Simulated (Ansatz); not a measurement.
Species: C₂H₄N₃, charge 1, singlet. C2H4N3+ (SMILES c1n[nH]c[nH+]1).
B3LYP-D3(BJ)/def2-TZVP minimum from Ansatz (a first-principles code):
```xyz
9

C      1.1392    -0.1053    -0.0242
N      0.3836     1.0416     0.0211
C     -0.8994     0.6713     0.0351
N     -0.8870    -0.6470    -0.0010
N      0.3696    -1.1528    -0.0383
H      2.2163    -0.1229    -0.0448
H     -1.7626     1.3159     0.0688
H     -1.6807    -1.2763    -0.0033
H      0.7242     1.9947     0.0407
```
Charge +1, spin multiplicity 1.

Total energies in cc-pVDZ, 26 correlated electrons, 5 frozen orbitals. Radicals and triplets start from unrestricted determinants; spin-orbit coupling is neglected. Correlated methods leave the cores frozen. No relativity.

```json
[
 {"method": "HF", "program": "Ansatz", "energy (Eh)": "-241.18605", "minus CCSDT(Q) (mEh)": "796.51"},
 {"method": "MP2", "program": "Ansatz", "energy (Eh)": "-241.92602", "minus CCSDT(Q) (mEh)": "56.54"},
 {"method": "CCSD", "program": "Ansatz", "energy (Eh)": "-241.94914", "minus CCSDT(Q) (mEh)": "33.42"},
 {"method": "CCSD(T)", "program": "Ansatz", "energy (Eh)": "-241.97965", "minus CCSDT(Q) (mEh)": "2.91"},
 {"method": "CCSDT(Q)", "program": "Ansatz", "energy (Eh)": "-241.98256", "minus CCSDT(Q) (mEh)": "0.00"}
]
```

Rough core times of Ansatz's runs on a shared machine: CCSD(T) under 20 s, CCSDT(Q) 40 min.
